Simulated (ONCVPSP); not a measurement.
# Reading a pseudo-wave (V)

Columns: radius, all-electron u(r) and pseudo u(r) of the 3d shell (level -12.63 eV) of vanadium in the configuration [Ne] 3s2 3p6 3d3 4s1; PBE, scalar-relativistic, ONCV scheme, ONCVPSP 4.0.1.

```tsv
r (bohr)	all-electron	pseudo
0.118	0.0591	0.0047
0.235	0.2356	0.0350
0.353	0.4372	0.1093
0.470	0.6033	0.2304
0.588	0.7218	0.3894
0.705	0.7925	0.5620
0.822	0.8240	0.7227
0.940	0.8267	0.8488
1.058	0.8094	0.9234
1.175	0.7797	0.9428
1.292	0.7427	0.9148
1.410	0.7014	0.8529
1.528	0.6585	0.7737
1.645	0.6161	0.6924
1.763	0.5742	0.6176
1.880	0.5342	0.5549
1.998	0.4958	0.5034
2.115	0.4597	0.4616
2.232	0.4258	0.4260
2.350	0.3937	0.3937
2.468	0.3637	0.3637
2.585	0.3359	0.3359
2.702	0.3100	0.3100
2.820	0.2856	0.2856
2.938	0.2630	0.2630
3.055	0.2421	0.2421
```

**Question.** How many radial nodes do the two functions have?

**Answer.** The all-electron 3d function has n − l − 1 = 0; the pseudo-wave has 0.

**Question.** At about which radius was the pseudo-wave matched?

**Answer.** 2.35 bohr. The columns agree to 0.0005 from 2.23 bohr on; several derivatives are matched, so the curves merge somewhat inside the radius.

**Question.** Where does each function peak?

**Answer.** Outermost all-electron maximum near 0.94 bohr, pseudo maximum near 1.18 bohr (to the table’s step).

**Question.** Is the pseudo-wave norm-conserving?

**Answer.** Yes: the ONCV scheme keeps the norm inside the radius equal to the all-electron one, which fixes the energy derivative of the logarithmic derivative at the level.
